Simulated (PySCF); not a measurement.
Task: Give a PBE0-D3(BJ)/def2-SVP geometry of `C=C(CCl)[SiH2][GeH2][O][SiH3]`.

Result: 
```xyz
19
C3H11ClGeOSi2 angstrom
C     -1.2501    1.7074    0.1468
C     -1.2782    0.4036    0.4568
C     -2.1398   -0.5430   -0.3191
Cl    -1.2526   -2.0464   -0.7528
Si    -0.1962   -0.2725    1.8480
Ge     1.7694   -1.2764    0.9122
O      2.1160   -0.5611   -0.6814
Si     1.6635    0.5445   -1.8147
H     -1.8181    2.1108   -0.7003
H     -0.6604    2.4257    0.7239
H     -2.5011   -0.0995   -1.2575
H     -3.0040   -0.8715    0.2774
H     -0.9441   -1.2819    2.6606
H      0.1876    0.8758    2.7253
H      3.0276   -0.9982    1.7653
H      1.6236   -2.7934    0.6965
H      2.7014    0.5560   -2.8884
H      1.5754    1.9232   -1.2339
H      0.3430    0.2156   -2.4346
```

Orientation and origin are arbitrary. Atoms count from 1 in this order. Si5 (SiH2 silicon) is tetrahedral (angles from 107.7° to 110.8°). Ge6 (germanium bonded to O, Si and 2 H) is distorted tetrahedral (angles from 105.3° to 112.9°). Si8 (oxygen-bound silicon) is tetrahedral (angles from 108.0° to 112.4°). The 2 C–C bonds span 1.340 Å (C1=C2, drawn double) to 1.497 Å (C2–C3, drawn single), a spread of 0.157 Å.

Bonds between heavy atoms (Å): C1=C2 1.340, C2–C3 1.497, C3–Cl4 1.799, C2–Si5 1.888, Si5–Ge6 2.397, Ge6–O7 1.781, O7–Si8 1.647.

Method: PySCF 2.14.0, PBE0-D3(BJ)/def2-SVP geometry optimisation, gas phase.

Point group: C1 (no symmetry element, even within 0.4 Å). Whether it is a minimum is left open (no frequencies). One conformer, not necessarily the lowest (C1–C2–C3–Cl4 134°, C1–C2–Si5–Ge6 -99°, C2–Si5–Ge6–O7 25°, Si5–Ge6–O7–Si8 1°).

Time: 17 min wall. Hardware: an Arm Neoverse V1 with one thread, shared host. That covers the optimisation of the geometry.
